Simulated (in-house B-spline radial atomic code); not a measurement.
Computed with a B-spline radial atomic code. Model: two electrons, singlet ground state, non-relativistic, full CI in B-splines with partial waves to l = 8 (at full coupling up to 3e-4 hartree above the limit, correlation up to 0.6 % small), density held at that of full coupling by Lieb maximisation.

Along the adiabatic connection the electron repulsion is scaled by a coupling λ while a local potential keeps the density fixed. At λ = 0 the system is the Kohn-Sham one and W equals the exchange energy; the exchange-correlation energy is the area under W between 0 and 1. The kinetic energy rises with λ as the electrons avoid each other, with dT/dλ = −λ dW/dλ.

Command:
```bash
python run_ac.py task.json out
```
Settings (lengths in bohr, energies in hartree):
```
potential              dot
strength               0.0462
lmax                   8
second                 -0.5
```

Cost of the run: 40 s on 1 thread of Intel(R) Xeon(R) Processor @ 2.30GHz, with other jobs on the host.

**W = mean repulsion less Hartree energy, and W of three functionals.**

Given: confinement charge in harmonic well; well frequency 0.0462 hartree; nuclear charge -0.5; external potential omega^2 r^2/2 - Z/r.

Computed: LDA exchange minus exact 12.37 millihartree; PBE exchange minus exact -0.12829 millihartree.

```tsv
coupling	W xc (hartree)	W xc minus exchange (millihartree)	kinetic minus Kohn-Sham (millihartree)	LDA (PW92) W minus its exchange (millihartree)	PBE W minus its exchange (millihartree)	SCAN W minus its exchange (millihartree)
0	-0.1097	0	0	0	0	0
0.02	-0.11228	-2.582	0.03	-7.03	-3.3	-1.8
0.05	-0.11571	-6.012	0.14	-12.92	-6.95	-4.2
0.12	?	?	?	?	?	?
0.25	-0.12959	-19.889	2.02	-31.39	-20.76	-15.21
0.4	-0.13466	-24.957	3.64	-38.38	-26.58	-20.33
0.6	-0.1386	-28.9	5.57	-44.53	-31.88	-25
0.8	?	?	?	?	?	?
1	-0.14269	-32.991	8.74	-52.03	-38.52	-30.6
1.4	-0.14487	-35.167	11.32	-56.66	-42.7	-33.78
2	-0.1468	-37.105	14.56	-61.21	-46.85	-36.55
3	-0.14865	-38.949	19.08	-65.9	-51.17	-38.93
4.5	-0.1502	-40.505	24.81	-70.05	-55.03	-40.61
7	-0.15165	-41.95	32.93	-73.97	-58.69	-41.84
10	-0.15266	-42.958	41.38	-76.7	-61.24	-42.51
```

**Question.** What belongs in the row 0.12?

**Answer.** W xc (hartree): -0.12203; W xc minus exchange (millihartree): -12.332; kinetic minus Kohn-Sham (millihartree): 0.67; LDA (PW92) W minus its exchange (millihartree): -21.66; PBE W minus its exchange (millihartree): -13.13; SCAN W minus its exchange (millihartree): -8.85.

**Question.** What belongs in the row 0.8?

**Answer.** W xc (hartree): -0.14103; W xc minus exchange (millihartree): -31.328; kinetic minus Kohn-Sham (millihartree): 7.25; LDA (PW92) W minus its exchange (millihartree): -48.81; PBE W minus its exchange (millihartree): -35.65; SCAN W minus its exchange (millihartree): -28.24.

**Question.** What is the SCAN exchange minus exact?

**Answer.** -3.56 millihartree.

**Energy parts, natural occupations and partial-wave weights.**

Computed: total energy 0.4209 hartree; exchange energy -0.1097 hartree; kinetic part over minus potential part 0.26497; Hartree energy 0.2194 hartree; Kohn-Sham kinetic 0.041832 hartree; Lieb Oxford ratio E_xc over LDA exchange 1.3762.

| natural | occupation of the shell (electrons) |
| --- | --- |
| s | 1.5731 |
| p | 0.42339 |
| s | ? |
| d | 0.00073364 |
| p | 7.3534e-06 |
| d | 5.6293e-06 |

**Question.** What belongs in the row s?

**Answer.** occupation of the shell (electrons): 0.0027052.

```csv
wave,weight
s,0.78793
p,0.2117
d,?
f,2.6209e-06
g,1.4254e-06
```

**Question.** What belongs in the row d?

**Answer.** weight: 0.00036997.

**Question.** What is the correlation energy?

**Answer.** -0.02425 hartree.

**Question.** What is the kinetic part of the DFT correlation energy?

**Answer.** 0.0087417 hartree.

Half-way to full coupling W has made 82 % of its drop, against 50 % for a straight line, and second-order (GL2) theory, half the initial slope, overshoots the correlation energy by about 178 %: correlation is strong. Over couplings 0 to 1 the errors in E_xc come to about -1.5 millihartree for LDA, -2.7 millihartree for PBE, 0.0 millihartree for SCAN, so SCAN is nearest. In LDA and SCAN the errors of exchange and correlation have opposite signs, so the sum is smaller than the larger of the two.
